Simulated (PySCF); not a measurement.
**Sb⁺: ionisation energy**

Sb⁺ [Kr] 4d10 5s2 5p2 (3P) → Sb²⁺ [Kr] 4d10 5s2 5p1 (2P), as a difference of total energies. Calculation: PySCF 2.14, in x2c-TZVPall; scalar relativity by spin-free X2C-1e. Correlated levels: valence: [Kr] 4d10 frozen. The calculations carry no spin-orbit coupling.

| method | ionisation energy (eV) |
| --- | --- |
| UHF | 16.010 |
| MN15 | 16.654 |
| BP86 | 16.599 |
| MP2 (valence) | 16.310 |
| SCS-MP2 (valence) | 16.247 |

Q: How much does correlation contribute at MP2 (valence)?

A: 16.310 − (16.010) = 0.300 eV, measured against UHF.

The reference lies between the lowest fine-structure levels, while these numbers refer to the centres of the terms.

Errors of the correlated levels include the incompleteness of this basis and the frozen core.

For comparison: 16.626 ± 0.025 eV (measured; NIST Atomic Spectra Database, ionization energies).
